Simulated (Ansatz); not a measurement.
**Question.** Predict a relaxed structure of `c1sc(-c2scc3c2OCCO3)c2c1OCCO2`, charge 0, singlet, at PBE-D4/def2-SVP (Ansatz).

**Answer.** 
```xyz
28

C     1.821    2.450   -2.320
S     1.593    0.829   -2.891
C     0.532    0.414   -1.554
C    -0.044   -0.904   -1.433
S    -0.655   -1.769   -2.833
C    -1.132   -3.141   -1.886
C    -0.855   -2.940   -0.548
C    -0.229   -1.672   -0.287
O     0.176   -1.299    0.961
C    -0.464   -2.068    1.980
C    -0.417   -3.554    1.652
O    -1.125   -3.841    0.444
C     0.392    1.509   -0.707
C     1.132    2.662   -1.141
O     1.127    3.840   -0.448
C     0.063    3.908    0.506
C    -0.070    2.603    1.279
O    -0.400    1.523    0.404
H     2.437    3.169   -2.870
H    -1.582   -4.025   -2.349
H    -1.523   -1.737    2.095
H     0.077   -1.858    2.924
H    -0.901   -4.149    2.451
H     0.645   -3.883    1.558
H    -0.898    4.136   -0.012
H     0.304    4.747    1.189
H    -0.887    2.670    2.023
H     0.883    2.379    1.813
```
Point group C2 (tolerance 0.1 Å). This is one stationary point.
